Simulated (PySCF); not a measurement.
**Electron correlation in Pt (platinum, neutral)**

[Xe] 4f14 5d8 6s1 7s1, high-spin 5F determinant (an excited configuration). All numbers are calculated (PySCF 2.14, scalar relativity by spin-free X2C-1e, in x2c-TZVPPall with one added diffuse shell each of s, p, d, f type (12s8p8d4f1g, 113 functions)). Frozen: [Kr] 4d10 4f14; 18 electrons correlated.

MP2 pair energies summed by pair of shells (mhartree):

```json
{"pair": "5d-5d", "energy": "-185.38", "share (%)": "39.7"}
{"pair": "5p-5d", "energy": "-140.17", "share (%)": "30.0"}
{"pair": "5d-6s", "energy": "-41.50", "share (%)": "8.9"}
{"pair": "5p-5p", "energy": "-41.47", "share (%)": "8.9"}
{"pair": "5s-5d", "energy": "-20.73", "share (%)": "4.4"}
{"pair": "5s-5p", "energy": "-18.59", "share (%)": "4.0"}
{"pair": "5p-6s", "energy": "-9.55", "share (%)": "2.0"}
{"pair": "5d-7s", "energy": "-3.55", "share (%)": "0.8"}
{"pair": "5s-5s", "energy": "-3.07", "share (%)": "0.7"}
{"pair": "6s-7s", "energy": "-1.62", "share (%)": "0.3"}
{"pair": "5s-6s", "energy": "-0.58", "share (%)": "0.1"}
{"pair": "5p-7s", "energy": "-0.58", "share (%)": "0.1"}
{"pair": "5s-7s", "energy": "-0.04", "share (%)": "0.0"}
```

Total MP2 correlation energy: -466.84 mhartree.

Same-spin part -159.93 and opposite-spin part -306.91 mhartree; SCS-MP2 scales them by 1/3 and 6/5 to -421.60 mhartree.

This basis was not built for core-valence correlation, so the inner-shell part is incomplete.
